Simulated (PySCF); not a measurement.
**Correlation energy of Ba⁺ (barium, charge +1)**

[Xe] 5d1, 2D determinant (an excited configuration). Computed with PySCF 2.14 in def2-TZVPPD with the def2 core potential (46 electrons), with a scalar-relativistic core potential. Frozen: nothing; 9 electrons correlated.

```json
{"level": "CCSD", "correlation energy (mhartree)": "-146.46"}
{"level": "(T)", "correlation energy (mhartree)": "-3.24"}
{"level": "CCSD(T)", "correlation energy (mhartree)": "-149.70"}
```

Diagnostics: T1 = 0.0050, D1 = 0.0135, largest double amplitude 0.020.

Problem. Is a single reference adequate?

Solution. Yes, within this model without spin-orbit coupling: T1 lies below 0.03 and no double amplitude reaches 0.07.

The basis has no tight functions for the innermost shells, so their pair energies are far from complete.

This basis was not built for core-valence correlation, so the inner-shell part is incomplete.
